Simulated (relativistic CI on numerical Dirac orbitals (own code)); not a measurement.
## Sensitivity of the levels of Yb29+ to α and to the nuclear radius

These numbers are calculated, not measured: Dirac-Coulomb-Breit CI, KLI orbitals optimised for each configuration, derivatives by finite differences, unscaled Slater integrals, QED left out (own radial code, finite nucleus).

Configurations in the expansion (outside the closed core [Ar] 3d10): 4s2 4p6 4d5, 4s2 4p5 4d6, 4s2 4p4 4d7, 4s 4p6 4d6, 4p6 4d7, 4s2 4p6 4d4 5s, 4s 4p5 4d7, 4s2 4p6 4d3 5s2. Levels of other configurations are missing.

With x = (α/α₀)² − 1 an excitation energy changes as ω = ω₀ + qx; K = 2q/ω₀ is the relative enhancement. Terms are leading LS components, so labels can repeat. The field-shift factor is F = δν/δ⟨r²⟩ for the transition from the lowest level.

Lowest level 4s2 4p6 4d5 4P_5/2.

```
              Level  ω₀ (cm⁻¹)  q (cm⁻¹)     K  F (GHz/fm²)
 4s2 4p6 4d5 6S_5/2      71446     81440  2.28         2.02
 4s2 4p6 4d5 4G_7/2     109199     83950  1.54         2.11
 4s2 4p6 4d5 4D_3/2     109747     85960  1.57         1.81
4s2 4p6 4d5 4G_11/2     118449     85220  1.44          2.5
 4s2 4p6 4d5 4G_9/2     128258     90550  1.41         2.44
 4s2 4p6 4d5 4D_5/2     131982     99870  1.51         2.32
 4s2 4p6 4d5 4P_1/2     134987    103000  1.53         2.11
 4s2 4p6 4d5 2F_7/2     150301     89130  1.19         1.99
 4s2 4p6 4d5 2D_5/2     177043    167500  1.89         3.83
 4s2 4p6 4d5 2D_3/2     181560    112900  1.24         2.97
 4s2 4p6 4d5 4D_7/2     198329    182300  1.84         4.08
4s2 4p6 4d5 2I_11/2     206507    180900  1.75         4.67
 4s2 4p6 4d5 4G_9/2     210170    178900   1.7         4.24
 4s2 4p6 4d5 4D_1/2     212354    190200  1.79         4.11
 4s2 4p6 4d5 4P_3/2     216706    188900  1.74         4.32
 4s2 4p6 4d5 2F_5/2     225113    184200  1.64         4.14
4s2 4p6 4d5 2I_13/2     225223    182900  1.62         4.94
 4s2 4p6 4d5 2H_9/2     242683    185100  1.53         4.71
 4s2 4p6 4d5 2G_7/2     250282    185100  1.48         4.21
 4s2 4p6 4d5 4F_5/2     250566    186600  1.49         4.59
 4s2 4p6 4d5 2D_3/2     258602    178300  1.38         3.26
 4s2 4p6 4d5 2S_1/2     269263    184900  1.37         3.89
 4s2 4p6 4d5 2F_7/2     271299    190100   1.4         4.75
```

At this charge energies of transitions that change n are usually good to better than 1 %, and those within a shell (Δn = 0) to a few per cent. Terms inside the open d or f shell come out 10 to 20 % too wide with unscaled integrals.
